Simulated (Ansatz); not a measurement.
Z-matrix (Å, degrees):
```
C
Si 1 1.875
B 1 1.585 2 110.2
H 1 1.097 2 107.4 3 121.2
H 1 1.095 2 107.4 3 -123.8
H 2 1.488 1 110.9 3 54.2
H 2 1.489 1 111.4 3 174.7
H 2 1.489 1 110.1 3 -65.5
N 3 1.399 1 118.6 2 77.6
B 3 1.674 1 116.3 2 -101.2
H 9 1.007 3 123.0 1 0.4
H 9 1.005 3 124.0 1 -178.5
H 10 1.201 3 122.3 1 80.3
H 10 1.201 3 122.0 1 -93.7
```

Charge 0, multiplicity 1.

Q: List the PBE0/def2-TZVPP orbital energies in eV (the Gaussian-basis code of Ansatz). (An estimate is asked.)

A: Ansatz gave: Occupied: -1802.25, -391.27, -277.59, -184.23, -183.84, -144.60, -99.25, -99.25, -99.24, -24.29, -19.60, -14.92, -14.44, -14.22, -13.35, -11.64, -10.74, -9.82, -9.34, -9.24, -9.16, -8.15, -7.68. Lowest empty: -1.59, 0.44, 0.61, 1.55, 1.66, 1.76, 2.23, 2.34.
